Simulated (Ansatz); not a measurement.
`CNBOCF`, charge 0, multiplicity 1.

Q: Give a relaxed structure at PBE0-D4/def2-TZVP (Ansatz). (An estimate is asked.)

A: Ansatz gave: 
Z-matrix (Å, degrees):
```
C
N 1 1.443
H 1 1.090 2 109.2
H 1 1.094 2 111.7 3 -119.3
H 1 1.094 2 111.7 3 119.4
B 2 1.393 1 125.1 3 -2.7
H 2 1.008 1 114.6 3 -176.7
O 6 1.385 2 123.2 1 178.1
H 6 1.196 2 120.5 1 -1.3
C 8 1.368 6 121.7 2 -10.9
F 10 1.385 8 111.3 6 65.6
H 10 1.091 8 108.7 6 -176.6
H 10 1.097 8 111.8 6 -53.2
```
This is one stationary point; other conformers may exist.
